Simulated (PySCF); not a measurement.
All values below come from B3LYP-D3(BJ)/def2-TZVP // PBE0-D4/def2-TZVP in PySCF 2.14.0. All species are isolated molecules in the gas phase. One relaxed conformer stands for a flexible species; it need not be the lowest. B3LYP has the VWN-RPA correlation part, as in Gaussian. Delta-SCF ions had no search for a lower state. Excitations are Tamm–Dancoff values on a coarser integration grid. The basis has no diffuse functions, so Rydberg states are missing or too high.

Reference species (SMILES): `O[SiH3]` (neutral, multiplicity 1).

```yaml
vertical ionisation energy (Delta-SCF): 11.26 eV
T1 excitation (TDA): 6.63 eV
```

Changed species: `O[SiH2]C=C` (C–C–Si–O torsion -6°, C–Si–O–H torsion -73°) (X = vinyl; the reference has X = H).

Question: What does the change do to the vertical ionisation energy (Delta-SCF) and T1 excitation (TDA)?

Answer: the vertical ionisation energy (Delta-SCF) falls by 1.17 eV, to 10.09 eV; the T1 excitation (TDA) falls by 2.30 eV, to 4.33 eV.
